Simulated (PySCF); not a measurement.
Structure revision by computed shifts

A compound C₈H₈FP gives the data below (simulated from a calculation) and was assigned the structure `C/C=P\c1cccc(F)c1`.

$^{13}$C{$^{1}$H} NMR (computed): δ 172.7 (C), 147.3 (C), 146.8 (CH), 135.6 (CH), 131.9 (CH), 128.2 (CH2), 124.1 (CH), 119.8 (CH).

$^{1}$H NMR (600 MHz, computed): δ 7.62 (m, 1H), 7.53 (m, 1H), 7.38 (m, 1H), 7.20 (m, 1H), 6.39 (m, 1H), 5.93 (m, 1H), 5.81 (m, 1H), 4.80 (m, 1H).

- GFN2-xTB geometry
- NMR shieldings at PBE0/pcSseg-1/GIAO
- program: PySCF 2.14.0 with density-fitted response routines
- non-relativistic Hamiltonian, one conformer, no solvent model

Shifts are taken against calculated references (same method and geometry level): $^{1}$H, $^{13}$C against TMS.

Problem. Compare with the shifts computed for the proposed structure, pairing carbons in order of shift.

Solution. Atoms are numbered as in `[CH3:1]/[CH:2]=[P:3]\[c:4]1[cH:5][cH:6][cH:7][c:8]([F:9])[cH:10]1`. Hydrogens are named by the atom that carries them.

```json
{"atom": "C2", "computed for proposal": "201.6", "given list": "172.7", "difference": "+28.9"}
{"atom": "C8", "computed for proposal": "172.2", "given list": "147.3", "difference": "+24.9"}
{"atom": "C4", "computed for proposal": "151.9", "given list": "146.8", "difference": "+5.1"}
{"atom": "C6", "computed for proposal": "135.7", "given list": "135.6", "difference": "+0.1"}
{"atom": "C5", "computed for proposal": "132.7", "given list": "131.9", "difference": "+0.8"}
{"atom": "C10", "computed for proposal": "125.8", "given list": "128.2", "difference": "-2.4"}
{"atom": "C7", "computed for proposal": "121.1", "given list": "124.1", "difference": "-3.0"}
{"atom": "C1", "computed for proposal": "25.0", "given list": "119.8", "difference": "-94.8"}
```

The rms difference is 36.2 ppm and the largest -94.8 ppm at C1 (methyl carbon). The carbon types in order of shift don't match either: CH, C, C, CH, CH, CH, CH, CH3 for the proposal against C, C, CH, CH, CH, CH2, CH, CH in the data. The proposal doesn't fit.

Problem. Which isomer fits?

Solution. SMILES c1c(PC=C)cccc1F.

- δC 172.7: aromatic carbon bearing fluorine; an ipso carbon deshielded by its heteroatom.
- δC 146.8: alkene CH; the olefinic region.
- δC 135.6, 131.9, 124.1, 119.8: aromatic CH.
- δC 128.2: terminal =CH2 carbon; as expected for a trigonal carbon in a double bond.

Other isomers checked: C/C=P\c1ccc(F)cc1 (rms 36.6 ppm).

The shifts were computed for this structure.

Splittings by $^{19}$F and $^{31}$P in the carbon and heteronuclear signals aren't shown, as no couplings were computed. Shifts are as computed. Against solution values, carbons near 30 ppm lie about +3 ppm off and those near 130 ppm about +5 ppm. Of 1211 compounds with measured shifts, 218 miss one by over three times the rms of a fit or turn the order of signals round; such compounds aren't used in these exercises. No couplings were computed; multiplicities are counted from neighbouring protons, with m where these are inequivalent, close in shift, in a saturated or five-membered ring or joined by F or P, and br s for small geminal =CH2 splittings.
